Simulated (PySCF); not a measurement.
## Polarisability and C₆ of Os²⁺ (osmium, charge +2)

[Xe] 4f14 5d6, high-spin 5D determinant. Computed with PySCF 2.14 in x2c-TZVPPall with one added diffuse shell each of s, p, d, f type (12s8p8d4f1g, 113 functions), with the spin-free X2C one-electron Hamiltonian (Gaussian nucleus). Coupled (time-dependent) response in atomic units; α is the mean over directions.

```
method  mean α (bohr³)         α xx, yy, zz  C₆ (like pair)  S(−4)
  PBE0           11.26  11.50, 11.50, 10.77           71.61  38.54
```

S(−4) is the Cauchy moment in α(ω) = α(0) + S(−4) ω² + …

Spin-orbit coupling is absent.

α(iu) at PBE0:

```tsv
u (hartree)	α(iu) (bohr³)
0	11.26
0.0500	11.16
0.100	10.89
0.200	10.01
0.300	8.966
0.500	7.117
0.750	5.469
1.00	4.333
1.50	2.909
2.00	2.079
3.00	1.204
5.00	0.5446
```

For an ion, C₆ is the dispersion term alone; charge-induced terms of lower order in 1/R come first.

The components differ because the open shell of this determinant is not spherical; for a pure term their mean is the scalar polarisability.

Spin-orbit coupling, absent here, splits the open shell strongly.
